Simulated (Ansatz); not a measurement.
Reaction (substitution at a C–B bond): `CB(C)BN` + `F[SiH2]N[SiH3]` → `CN([SiH3])[SiH2]F` + `CBBN`

Computed with Ansatz on PBE0-D4/def2-TZVP structures; ΔE is electronic, products minus reactants. CCSD(T)/CBS is the MP2 limit (def2-TZVPP, def2-QZVPP) plus CCSD(T) − MP2 in def2-TZVPP, frozen cores. This one scheme is used for every species. Functionals use def2-TZVPP. B3LYP here is the variant with VWN-RPA as its local correlation; programs differ in this. Each species was taken in one conformer, which may not be the lowest.

`CB(C)BN`:

```xyz
14

C     0.820   -0.117   -1.550
B    -0.120   -0.207   -0.294
C    -0.844   -1.571   -0.005
B    -0.392    1.146    0.675
N     0.386    1.538    1.762
H     0.599   -0.849   -2.333
H     0.918    0.876   -1.993
H     1.822   -0.374   -1.168
H    -1.819   -1.488   -0.514
H    -1.074   -1.767    1.045
H    -0.349   -2.443   -0.443
H    -1.334    1.861    0.427
H     0.189    2.358    2.311
H     1.199    1.039    2.080
```

`F[SiH2]N[SiH3]`:

Z-matrix (Å, degrees):
```
Si
N 1 1.706
F 1 1.601 2 112.6
H 1 1.478 2 108.8 3 117.8
H 1 1.480 2 109.3 3 -117.5
Si 2 1.733 1 128.1 3 -87.6
H 2 1.011 1 115.6 3 85.3
H 6 1.487 2 110.9 1 -127.0
H 6 1.487 2 112.0 1 112.6
H 6 1.483 2 106.7 1 -7.3
```

`CN([SiH3])[SiH2]F`:

```xyz
13

C    -0.687   -0.351   -1.305
N     0.002    0.053   -0.077
Si    1.464   -0.804    0.288
Si   -0.751    1.175    0.961
F    -1.914    0.516    1.847
H    -1.456    0.377   -1.573
H    -1.170   -1.328   -1.201
H     0.015   -0.407   -2.143
H     2.439   -0.624   -0.824
H     1.211   -2.265    0.427
H     2.016   -0.266    1.555
H     0.254    1.712    1.902
H    -1.423    2.212    0.143
```

`CBBN`:

Cartesian coordinates in Å:
```
C 1.089 1.342 -0.434
B 0.570 -0.123 -0.591
B -0.362 -0.930 0.545
N -1.752 -1.016 0.574
H 1.198 1.873 -1.384
H 2.118 1.233 -0.051
H 0.553 1.969 0.281
H 0.981 -0.729 -1.551
H 0.216 -1.504 1.438
H -2.254 -1.522 1.283
H -2.356 -0.591 -0.109
```

| level | ΔE (kcal/mol) |
| --- | --- |
| r2SCAN-D4 | 22.0 |
| ωB97M-V | 21.2 |
| r2SCAN | 22.1 |
| PBE0 | 21.6 |
| B3LYP | 21.2 |
| CCSD/def2-TZVPP | 20.9 |
| CCSD(T)/def2-TZVPP | 20.8 |
| HF/def2-QZVPP | 20.5 |

(1) What does CCSD(T)/CBS give? (Estimate.)

Largest T1 diagnostic among the species: 0.012.

Answers

(1) Computed: +21.3 kcal/mol. The listed levels differ from it by 0.7, -0.1, 0.8, 0.3, -0.1, -0.4, -0.5, -0.8 kcal/mol.

The D4 term adds −0.8 kcal/mol with B3LYP and −0.4 kcal/mol with PBE0; it sums over pairs of atoms, weighted by their polarisabilities, and B3LYP, whose exchange is more repulsive, gets the larger term.
